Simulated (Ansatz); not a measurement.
A single point on `[Cl][Zr]([Cl])([Cl])[I]`.

```yaml
crystal:
  periodic: [false, false, false]
  atoms:
    - {symbol: Cl, position_ang: [-0.773080, -0.297825, 2.178005]}
    - {symbol: Zr, position_ang: [0.004747, -0.087763, 0.009481]}
    - {symbol: Cl, position_ang: [2.091485, -1.071486, -0.162040]}
    - {symbol: Cl, position_ang: [-1.463309, -1.130366, -1.442934]}
    - {symbol: I, position_ang: [0.189958, 2.513842, -0.623912]}
basis:
  gaussian: {orbitals: def2-QZVPP}
correlation: {method: mp2}
```

```sh
$ ansatz run in.yaml --threads 4 --pin off --events-out ev --progress --plain --max-ram 10444MiB
```

It prints (some lines left out):

```
Functional definition: HF
2250 factors; integrals over basis functions are off by at most 7.8e-4 eV
mean field evaluation 1: about -46857.7669 eV, gradient 3.0e1 eV
mean field evaluation 2: about -46857.9435 eV, gradient 3.1e1 eV
mean field evaluation 4: about -46860.8576 eV, gradient 3.0e0 eV
mean field evaluation 8: about -46860.9009 eV, gradient 3.4e-1 eV
mean field evaluation 16: about -46860.9018 eV, gradient 1.5e-6 eV
mean field -46860.90180531 eV, -1722.1063778853 hartree, gradient 1.5e-6 eV, S^2 0.000000; 0 other end points of the search recorded, 0 dependent functions left out
19 core orbitals not correlated: weight in the atoms' cores, before any rotation towards them, 1.000 or more for the frozen orbitals, at most 0.000 for the correlated occupied ones
reference -46860.90180531 eV, -1722.1063778853 hartree; 25, 25 occupied and 329, 329 virtual orbitals, 2250 factors
second order -45.90504588 eV of doubles, -0.00000000 eV of singles
Total energy: -46906.80685120 eV, -1723.7933572059 hartree
```

Run time 6 s (4 threads of an AMD EPYC 9R45 on a shared host); peak host memory 1.7 GiB.
